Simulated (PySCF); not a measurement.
# Relaxation of triplet IrF₃

Level of theory: UPBE0 in PySCF with Ir def2-SVP with ECP60, F def2-SVP; scalar-relativistic core potentials, no spin–orbit coupling; density-fitted integrals. A (50,194) grid was used.

A start at or just off a symmetric point, pushed along the force that breaks its symmetry, of C2v symmetry, free to break it:

Coordinates in bohr (charge 0 multiplicity 3):
```
Ir    0.0272    0.0000    0.0000
F     3.3699    0.0000   -0.0001
F    -1.8232    3.1530    0.0000
F    -1.8233   -3.1529    0.0000
```

Optimiser trace:
```
step  E − E(last) (kJ/mol)  largest gradient (Eh/bohr)
   0                 31.27                     0.07309
   1                 13.23                     0.01095
   2                  5.74                     0.01018
   3                  0.44                     0.00602
   4                  0.13                     0.00300
   5                  0.11                     0.00220
   6                  0.00                     0.00068
   7                  0.00                     0.00006
```

It ends at C2v with Ir–F 1.817 Å, Ir–F 1.887 Å (×2); F–Ir–F 106.4° (×2), F–Ir–F 147.3° (after a last refinement on a finer grid). A frequency run shows 1 imaginary mode, down to 149i cm⁻¹, so it is a saddle point.

With open d or f shells other occupations or spin states may lie lower. No spin–orbit coupling is included, which matters more the heavier the element.

The relaxation took roughly 60 core-seconds on a shared host.
